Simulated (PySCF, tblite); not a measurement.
Isomers of C6H7F2O (doublet state). Calculated harmonic vibrations of the isolated species, GFN2-xTB (tblite), most abundant isotopes, no scaling. Errors from tens to a few hundred cm⁻¹ against measured bands are possible. One conformer each. Open shells enter through the occupations alone, without spin polarisation, and single modes of such species can be off by tens of per cent.

Electronic energies: B3LYP/pcH-1 single points on the GFN2-xTB geometries (PySCF, gas phase).

```csv
SMILES,"electronic energy, lowest = 0 (kJ/mol)"
C=C(C)O/[C]=C(/F)CF,85.7
F[C@@H]1C[C@H](F)[C]2O[C@@H]2C1,0.0
FC(F)OC12C[C](C1)C2,132.5
```

**Question.** How do GFN2-xTB zero-point energies change the relative energies?

**Answer.** 
| SMILES | ZPE (kJ/mol) | of it from modes above 1550 cm⁻¹ | electronic (kJ/mol) | with ZPE, lowest = 0 (kJ/mol) | lowest mode (cm⁻¹) | rings |
| --- | --- | --- | --- | --- | --- | --- |
| F[C@@H]1C[C@H](F)[C]2O[C@@H]2C1 | 314.6 | 124.5 | 0.0 | 0.0 | 90 | 2 |
| C=C(C)O/[C]=C(/F)CF | 298.0 | 147.9 | 85.7 | 69.1 | 41 | 0 |
| FC(F)OC12C[C](C1)C2 | 310.7 | 126.3 | 132.5 | 128.6 | 25 | 3 |

The zero-point energies span 16.6 kJ/mol, from `C=C(C)O/[C]=C(/F)CF` to `F[C@@H]1C[C@H](F)[C]2O[C@@H]2C1`. The order is unchanged.

**Question.** And how do the electronic energies of GFN2-xTB itself compare?

**Answer.** `F[C@@H]1C[C@H](F)[C]2O[C@@H]2C1` 0.0; `C=C(C)O/[C]=C(/F)CF` 108.8; `FC(F)OC12C[C](C1)C2` 136.3 kJ/mol, lowest = 0. Against the energies above, taken from the same isomer `F[C@@H]1C[C@H](F)[C]2O[C@@H]2C1`, the largest difference is 23.1 kJ/mol.

**Question.** What do entropy and thermal enthalpy add at 298.15 K and 1 bar (rigid rotor, harmonic oscillator, one conformer each)?

**Answer.** 
```csv
SMILES,point group,symmetry number,S (J/(mol K)),H − H(0) (kJ/mol),ZPE + H − H(0) − TS (kJ/mol)
F[C@@H]1C[C@H](F)[C]2O[C@@H]2C1,C1,1,367.9,22.58,227.5
C=C(C)O/[C]=C(/F)CF,C1,1,439.6,30.18,197.1
FC(F)OC12C[C](C1)C2,C1,1,386.2,23.35,218.9
```

S holds R ln(2S + 1) for the spin.
